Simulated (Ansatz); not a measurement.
`C=CCB(C)F`. Charge 0, multiplicity 1. Geometry: relaxed with PBE0-D4/def2-TZVP. It is one conformer, not always the lowest.

```xyz
14

C    -0.908   -1.932   -0.708
C     0.241   -1.468   -0.232
C     0.862   -0.154   -0.600
B     0.651    0.805    0.633
C    -0.452    1.903    0.716
F     1.464    0.627    1.678
H    -1.315   -2.878   -0.374
H    -1.475   -1.385   -1.455
H     0.773   -2.050    0.518
H     0.393    0.244   -1.503
H     1.933   -0.289   -0.788
H    -0.150    2.753    0.089
H    -1.398    1.547    0.299
H    -0.618    2.277    1.727
```

What is the dipole moment at ωB97M-V/def2-TZVPP? (Best estimate.)

The calculation gave: 1.14 D, with components (-0.53, 0.44, -0.91) D in this frame, pointing from negative to positive charge.

And with PBE, r2SCAN, B3LYP? (Best estimate.)

Ansatz gave: PBE 1.09 D, r2SCAN 1.14 D, B3LYP 1.16 D.

Give the Mulliken charges with ωB97M-V, r2SCAN, PBE in def2-TZVPP. (An estimate is asked.)

The calculation gave: 
```tsv
atom	ωB97M-V	r2SCAN	PBE
C1	-0.23	-0.21	-0.21
C2	-0.14	-0.12	-0.14
C3	-0.19	-0.08	-0.12
B4	0.30	0.37	0.29
C5	-0.37	-0.26	-0.37
F6	-0.24	-0.26	-0.20
H7	0.10	0.08	0.09
H8	0.08	0.06	0.07
H9	0.13	0.09	0.11
H10	0.09	0.05	0.07
H11	0.11	0.06	0.08
H12	0.12	0.07	0.11
H13	0.12	0.07	0.11
H14	0.12	0.07	0.11
```

B3LYP here is the variant with VWN-RPA as its local correlation; programs differ in this.
